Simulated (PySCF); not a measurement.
# Mayer bond orders and bond lengths

Compound: C7H16Si.
Numbering: `[CH2:1]=[C:2]([CH2:3][CH3:4])[Si:5]([CH3:6])([CH3:7])[CH3:8]` (hydrogens: H9, H10 on C1; H11, H12 on C3; H13, H14, H15 on C4; H16, H17, H18 on C6; H19, H20, H21 on C7; H22, H23, H24 on C8)

Geometry (GFN2-xTB, Å), atoms numbered from 1 in this order:
```
atom  x, y, z in Å
C1     0.2772   -1.0491   -2.0623
C2     0.5276   -0.2889   -1.0042
C3     1.9335    0.1618   -0.7156
C4     2.5042   -0.5483    0.5100
Si5   -0.8637    0.2289    0.1896
C6    -1.1896   -1.1578    1.4635
C7    -2.4673    0.5419   -0.7964
C8    -0.4014    1.8437    1.0978
H9    -0.7148   -1.3984   -2.2934
H10    1.0528   -1.3558   -2.7493
H11    1.9401    1.2393   -0.5385
H12    2.5733   -0.0439   -1.5776
H13    3.5274   -0.2278    0.6942
H14    1.9088   -0.3261    1.3914
H15    2.4998   -1.6250    0.3566
H16   -1.4557   -2.0854    0.9658
H17   -2.0081   -0.8936    2.1265
H18   -0.3192   -1.3576    2.0807
H19   -2.8441   -0.3715   -1.2446
H20   -3.2478    0.9335   -0.1513
H21   -2.3089    1.2595   -1.5955
H22   -0.2153    2.6522    0.3968
H23    0.4872    1.7284    1.7106
H24   -1.2078    2.1600    1.7528
```

Bond orders from the PBE0/pcSseg-1 density (PySCF). Isolated species at its GFN2-xTB geometry (one conformer only).

Task: Where do the orders between heavy atoms depart from those drawn in the SMILES?

Result: The largest departure is 0.214, at C2–Si5 (drawn single, 0.786). Drawn single, order below 0.88: C2–Si5 (0.786).

Task: Give the Mayer order of every bond between heavy atoms, beside its length.

Result: 
```
  bond  drawn as  length (Å)  Mayer order
 C1–C2    double       1.327        2.001
 C2–C3    single       1.504        1.035
 C3–C4    single       1.527        1.043
C2–Si5    single       1.905        0.786
Si5–C6    single       1.911        0.978
Si5–C7    single       1.908        0.976
Si5–C8    single       1.909        0.971
```

Bonds between the same two heavy elements. C–C: lowest C2–C3 (1.035, 1.504 Å), highest C1–C2 (2.001, 1.327 Å). C–Si: lowest C2–Si5 (0.786, 1.905 Å), highest Si5–C6 and Si5–C7 (0.978, 1.911 Å); in 3 of the 6 pairs the longer bond (by over 0.003 Å) has the higher order (by 0.02 or more). Bonds named together lie within 0.004.

Task: And the bonds to hydrogen?

Result: C–H: 0.94 to 0.97 (16 bonds).

Task: Sum the orders of all bonds at each heavy atom with more than one neighbour and set the sums beside the valence in the SMILES.

Result: C1 3.897 (drawn 4), C2 3.822 (drawn 4), C3 3.971 (drawn 4), C4 3.931 (drawn 4), Si5 3.711 (drawn 4), C6 3.836 (drawn 4), C7 3.839 (drawn 4), C8 3.831 (drawn 4). Orders between atoms that aren't bonded are not in these sums.

Mayer orders depend on the basis set.
